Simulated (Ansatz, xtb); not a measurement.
Spectroscopic constants of AlS+, multiplicity 3 (lowest of 2S+1 = 1, 3, 5 at CCSD(T)/def2-TZVPP on PBE0 minima; our sources give no spin for the ground state, which may be another).

Constants: fifth-degree fit in 1/R to seven points, most abundant isotopes. In def2 and cc sets the state is the lowest found near the PBE0 minimum, followed along R.

Cores are frozen in the correlated methods. CBS: X⁻³ extrapolation of the correlation energy, Hartree–Fock from the larger set.

Programs: Ansatz (Gaussian basis) for Hartree–Fock, density functionals and correlated methods; xtb for the GFN methods.  The GFN methods have no spin term and hold the electronic entropy of 300 K.

```tsv
level	r_e (Å)	ω_e (cm⁻¹)	ω_e x_e (cm⁻¹)
GFN1-xTB	2.183	463	3.5
B97M-V/def2-TZVPP	2.176	___	3.7
PBE0/def2-TZVPP	2.178	468	4.4
CAM-B3LYP/def2-TZVPP	2.178	453	5.4
CCSD/def2-TZVPP	2.190	442	6.7
CCSD(T)/aug-cc-pV(T+d)Z	2.195	448	5.4
CCSD(T)/def2-TZVPP	2.192	452	5.4
CCSD(T)/CBS(aug-cc-pV(T+d)Z, aug-cc-pV(Q+d)Z)	___	___	4.9
```

Q: Some entries are withheld; supply them.

A: 
- CCSD(T)/CBS(aug-cc-pV(T+d)Z, aug-cc-pV(Q+d)Z), r_e (Å): 2.171
- CCSD(T)/CBS(aug-cc-pV(T+d)Z, aug-cc-pV(Q+d)Z), ω_e (cm⁻¹): 477
- B97M-V/def2-TZVPP, ω_e (cm⁻¹): 477

Ansatz is a program for electronic structure.
